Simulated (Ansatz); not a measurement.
A nudged elastic band was laid between two geometries of F3GeHO + H3P (10 atoms, charge 0, multiplicity 1).

The calculation used RHF/def2-SVP (Ansatz).

```
movable images  : 5
climbing image  : yes
spring          : 5.0 eV/Å²
optimiser       : quadratic models (default)
start path      : through a guess of the saddle point
force threshold : 0.03 eV/Å
iteration limit : 60
end points      : relaxed
```

Initial state:

```xyz
10
Properties=species:S:1:pos:R:3
Ge -0.330 0.402 -0.003
O -0.292 0.476 1.703
H -1.104 0.431 2.188
F 1.242 0.446 -0.596
F -1.185 1.689 -0.683
F -1.076 -1.005 -0.566
P 2.019 -3.242 1.245
H 0.805 -3.371 0.534
H 2.579 -2.280 0.375
H 1.525 -2.302 2.177
```

Final state:

```xyz
10
Properties=species:S:1:pos:R:3
Ge 0.537 -0.395 -0.173
O -0.393 -0.692 2.289
H -1.323 -0.788 2.130
F 0.994 -0.043 -1.785
F 0.608 1.156 0.540
F -1.123 -0.765 -0.345
P 1.953 -1.984 0.673
H 0.925 -2.900 0.962
H 2.284 -2.507 -0.596
H -0.281 0.164 2.680
```

**Question.** What changes between the two ends?

**Answer.** Bonds broken: Ge1–O2, P7–H10. Bonds formed: Ge1–P7, O2–H10. F3GeHO + H3P becomes F3GeH2P + H2O.

**Question.** What energy profile does the band end with?

**Answer.** It converged. The highest image is number 2 of 0 to 6, 258.7 kJ/mol above the first end and 273.7 kJ/mol above the last; the last end lies 15.0 kJ/mol below the first. Neighbouring images differ by up to 2.5 eV, so the band resolves the path poorly. A vibrational analysis at the climbing image gives one clearly imaginary mode, 1755i cm⁻¹: a first-order saddle point. The orbitals stay closed-shell, which can raise the energy where a bond breaks towards radicals; this wasn't checked here.

```csv
image,path coordinate (Å),energy (kJ/mol),Ge1–O2 (Å),P7–H10 (Å),Ge1–P7 (Å)
0,0.00,0.0,1.71,1.41,4.51
1,1.29,12.9,1.71,1.41,3.78
2,2.59,258.7,1.83,1.70,2.75
3,3.79,67.5,2.31,2.51,2.35
4,5.00,8.8,2.88,2.94,2.30
5,6.20,-6.9,2.76,3.24,2.29
6,7.40,-15.0,2.65,3.69,2.29
```

**Question.** What is the geometry of the highest image?

**Answer.** 
```xyz
10
Properties=species:S:1:pos:R:3:forces:R:3
Ge 0.042 -0.288 0.055 0.00 0.00 0.00
O -0.092 -0.182 1.879 0.00 0.00 0.00
H -0.557 0.466 2.404 0.00 0.00 0.00
F 1.453 0.246 -0.727 0.00 0.00 0.00
F -0.903 1.126 -0.161 0.00 0.00 0.00
F -0.952 -1.373 -0.796 0.00 0.00 0.00
P 1.433 -2.401 1.146 0.00 0.00 0.00
H 0.688 -3.192 0.264 0.00 0.00 0.00
H 2.492 -1.970 0.339 0.00 0.00 0.00
H 0.579 -1.186 1.971 0.00 0.00 0.00
```

Run time: 3.8 min on 2 threads of Intel(R) Xeon(R) 6975P-C (Granite Rapids) (shared host), peak memory 0.36 GiB.
